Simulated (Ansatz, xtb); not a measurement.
**C4H9Br: which of two isomers lies lower**

Structure I is `CC[C@H](C)Br`, a singlet and structure II is `CC(C)CBr`, a singlet. Both are isolated molecules in the gas phase, relaxed with PBE-D3(BJ)/def2-SVP, each in the lowest conformer that the search found.

I (Å):

```xyz
14

C    -2.4264   -0.4125   -1.0494
C    -1.1287    0.3330   -0.7488
C     0.1449   -0.5002   -0.8596
C     1.4025    0.2434   -0.4406
Br    0.3809   -1.1498   -2.7356
H    -2.5556   -1.2851   -0.3758
H    -3.3056    0.2486   -0.9170
H    -2.4329   -0.7893   -2.0916
H    -1.1529    0.7223    0.2951
H    -1.0282    1.2247   -1.4050
H     0.0367   -1.4437   -0.2873
H     1.5465    1.1563   -1.0526
H     2.3043   -0.3895   -0.5430
H     1.3127    0.5517    0.6231
```

II (Å):

```yaml
atoms:
  - { symbol: C, position_ang: [-1.3728, 1.5295, -1.9137] }
  - { symbol: C, position_ang: [-1.3517, 0.2874, -1.0166] }
  - { symbol: C, position_ang: [-1.4683, 0.6475, 0.4684] }
  - { symbol: C, position_ang: [-0.1606, -0.6251, -1.3067] }
  - { symbol: Br, position_ang: [1.5939, 0.2078, -0.9289] }
  - { symbol: H, position_ang: [-0.4972, 2.1770, -1.7029] }
  - { symbol: H, position_ang: [-1.3405, 1.2575, -2.9886] }
  - { symbol: H, position_ang: [-2.2902, 2.1267, -1.7397] }
  - { symbol: H, position_ang: [-2.2334, -0.3431, -1.2854] }
  - { symbol: H, position_ang: [-2.3857, 1.2391, 0.6603] }
  - { symbol: H, position_ang: [-0.5965, 1.2522, 0.7920] }
  - { symbol: H, position_ang: [-1.5061, -0.2590, 1.1065] }
  - { symbol: H, position_ang: [-0.1145, -0.9137, -2.3735] }
  - { symbol: H, position_ang: [-0.1817, -1.5387, -0.6834] }
```

Energies in hartree; the thermal terms are from GFN2-xTB frequencies at re-optimised GFN2-xTB minima (ideal gas, soft modes damped towards free rotors, one conformer each, 298.15 K, 1 atm) and include the zero-point energy:

```
                               I            II
E, CCSD(T)/def2-SVP  −2729.603664  −2729.601879
    E, MP2/def2-SVP  −2729.522825  −2729.520994
  E, MP2/def2-TZVPP  −2730.180059  −2730.178355
  zero-point energy      0.120792      0.120886
       H(298 K) − E      0.128572      0.128548
       G(298 K) − E      0.089293      0.089485
```

**Question.** Correct the CCSD(T) difference for the basis set by the MP2 change, then work out ΔE, ΔE₀, ΔH and ΔG for I → II in kcal/mol (1 Eh = 627.51 kcal/mol) and the equilibrium ratio [II]/[I].

**Answer.** 1. Differences II − I: CCSD(T) +0.001785, MP2 in the small set +0.001831, MP2 in the large set +0.001704 Eh.
2. ΔE = +0.001785 + (+0.001704 − (+0.001831)) = +0.001658 Eh = +1.04 kcal/mol.
3. ΔE₀ = ΔE + ΔZPE = +0.001658 + (+0.000094) Eh = +1.10 kcal/mol.
4. ΔH = ΔE + (−0.000024) Eh = +1.03 kcal/mol.
5. ΔG = ΔE + (+0.000192) Eh = +1.16 kcal/mol, so ΔS = (ΔH − ΔG)/T = −1.9 J/(mol K).
6. kT = 0.9442 mEh, so K = [II]/[I] = exp(−ΔG/kT) = exp(−1.96) ≈ 0.14.

Structure I is favoured at this temperature. An error of 1 kcal/mol in ΔG would change K by a factor of 5.4. Mirror images and further conformers aren't counted.

As drawn, both hold the same kinds of bond in the same numbers.

Other levels gave ΔE = +0.3 (GFN2-xTB); +0.1 (HF/STO-3G, GFN2-xTB geometries); +1.6 (r2SCAN-D4/def2-SVP, GFN2-xTB geometries); +1.4 (PBE-D3(BJ)/def2-SVP); +1.5 (HF/def2-SVP); +1.1 (MP2/def2-SVP); +1.1 (CCSD(T)/def2-SVP) kcal/mol. The correlated steps freeze 13 core orbitals; the filled d shell of Br is correlated, in a basis made for valence electrons. Programs: Ansatz 0.2.0, xtb 6.7.1.
